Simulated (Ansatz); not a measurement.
BeH2O (SMILES [BeH][OH]) moved off its minimum; all values from Ansatz (a quantum-chemistry and plane-wave program), cores frozen in correlated methods.
(charge 0, multiplicity 1)
```xyz
4

Be    -0.84706    -0.39168     0.06925
H     -2.03292    -1.03104     0.06883
O      0.50056     0.20786    -0.17228
H      1.12745     0.75564     0.37005
```

Q: Give the forces (eV/Å), the total energy and the dipole at CCSD(T)/aug-cc-pVTZ.

A: 
| atom | Fx | Fy | Fz |
|---|---|---|---|
| Be1 | 1.708 | 0.678 | -0.414 |
| H2 | 0.182 | 0.154 | 0.092 |
| O3 | -0.551 | 0.248 | 1.268 |
| H4 | -1.338 | -1.080 | -0.946 |
Energy -91.0729 hartree, dipole 1.55 D.
